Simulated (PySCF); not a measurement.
# Radial density of Rb⁻ (rubidium, charge -1)

UHF, [Kr] 5s2, closed-shell 1S. All numbers are calculated (PySCF 2.14, the spin-free X2C one-electron Hamiltonian (Gaussian nucleus), in aug-cc-pwCVTZ-X2C with one added diffuse shell each of s, p, d, f type (11s10p8d4f, 109 functions)).

```csv
r (bohr),4πr²ρ (e/bohr)
0.0434,41.07
0.0731,40.94
0.123,55.58
0.207,37.21
0.348,36.88
0.585,27.79
0.984,7.450
1.65,5.322
2.78,1.019
4.68,0.2810
7.88,0.2001
13.2,0.05200
22.3,0.004307
37.5,1.120e-05
```

Densities and radii are taken from the X2C orbitals without a picture-change correction, which distorts them close to the nucleus.

The outer electron is barely bound at this level, so radii and moments hang on the diffuse functions.
